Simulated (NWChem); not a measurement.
# C₂H₄ClFSi; SMILES Cl[SiH](F)C=C

```xyz
9

Si     0.3454    -0.0097     0.3267
F      1.8413    -0.3084    -0.2200
Cl    -0.7650    -1.6959    -0.0699
C     -0.3764     1.4517    -0.5396
C     -0.7164     2.5570     0.1344
H      0.4217     0.2011     1.7922
H     -0.5384     1.4145    -1.6241
H     -0.5778     2.6410     1.2189
H     -1.1509     3.4319    -0.3615
```
Atoms are numbered in this order, from 1.

Program: NWChem. Pople sets run with spherical d functions. Medium grid unless said otherwise, to which SCAN and Minnesota functionals are sensitive. All runs use the structure optimised with PBE0/def2-SVP. Total energies of different functionals are on different scales.

| level | energy (Ha) | highest occupied level (eV) | orbital gap (eV) | dipole (D) |
|---|---|---|---|---|
| B3LYP/6-31G* | -928.2359 | -8.14 | 7.12 | 2.72 |
| PBE/6-31G* | -927.6540 | -7.22 | 5.38 | 2.61 |
| LC-BLYP (range parameter 0.33 per bohr)/6-31G* | -927.3805 | -10.75 | 12.07 | 2.75 |
| MN15/6-31G* | -927.7622 | -9.13 | 8.90 | 2.75 |
| BHandHLYP/6-31G* | -928.1218 | -9.43 | 9.73 | 2.89 |
| CAM-B3LYP/6-31G* | -928.1485 | -9.74 | 10.13 | 2.78 |
| revPBE/6-31G* | -927.9928 | -7.17 | 5.41 | 2.59 |
| LC-wPBE (HJS exchange hole, range parameter 0.4 per bohr)/6-31G* | -927.8129 | -11.28 | 12.74 | 2.83 |
| OLYP/6-31G* | -928.1553 | -7.06 | 5.43 | 2.61 |
| TPSSh/6-31G* | -928.2385 | [?] | [?] | 2.70 |
| B97-2/6-31G* | -928.1936 | -8.20 | 7.27 | 2.78 |

**Question.** Fill in the missing entries.

**Answer.** 
- TPSSh/6-31G*, highest occupied level (eV): -7.75
- TPSSh/6-31G*, orbital gap (eV): 6.45
